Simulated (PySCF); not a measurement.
Bonds: Si1-C2, Si1-O3, Si1-O9, Si1-O13, O3-Si4, Si4-C5, Si4-O6, Si4-O14, O6-Si7, Si7-C8, Si7-O9, Si7-O10, O10-Si11, Si11-C12, Si11-O13, Si11-O14. C2 carries H15, H16, H17; C5 carries H18, H19, H20; C8 carries H21, H22, H23; C12 carries H24, H25, H26.

Calculated, not measured (PySCF): NMR shieldings at PBE0/pcSseg-1/GIAO, coordinates at the PBE0-D3(BJ)/def2-SVP level. One conformer, non-relativistic Hamiltonian, in vacuum, fast rotation and ring inversion assumed for equivalent nuclei.

Scale: $^{13}$C (184.41 ppm) and $^{1}$H (31.27 ppm) and $^{29}$Si (351.99 ppm) against TMS; $^{17}$O (334.56 ppm) against H2O (reference shieldings calculated alike).

```json
{"atoms": "Si1/Si4/Si7/Si11", "nucleus": "$^{29}$Si", "count": "4", "Hirshfeld charge": "0.52", "δ (ppm)": "?"}
{"atoms": "O3/O6/O9/O10/O13/O14", "nucleus": "$^{17}$O", "count": "6", "Hirshfeld charge": "-0.33", "δ (ppm)": "144.8"}
{"atoms": "C2/C5/C8/C12", "nucleus": "$^{13}$C", "count": "4", "Hirshfeld charge": "-0.20", "δ (ppm)": "-4.8"}
{"atoms": "H15/H16/H17/H18/H19/H20/H21/H22/H23/H24/H25/H26", "nucleus": "$^{1}$H", "count": "12", "Hirshfeld charge": "0.06", "δ (ppm)": "?"}
```

Fill in the missing shifts.

Results:


- H15/H16/H17/H18/H19/H20/H21/H22/H23/H24/H25/H26: 0.31 ppm, hydrogen on a carbon bonded to Si
- Si1/Si4/Si7/Si11: -27.9 ppm, silicon bonded to C, 3 O

Shifts are as computed. Against solution values, carbons near 30 ppm lie about +2 ppm off and those near 130 ppm about +5 ppm. Of 1313 compounds with measured shifts, 239 miss one by over three times the rms of a fit or turn the order of signals round; such compounds aren't used in these exercises. Experimental scales use liquid or dissolved standards, which lie at an offset from isolated H2O (liquid H2O: subtract about 36 ppm).
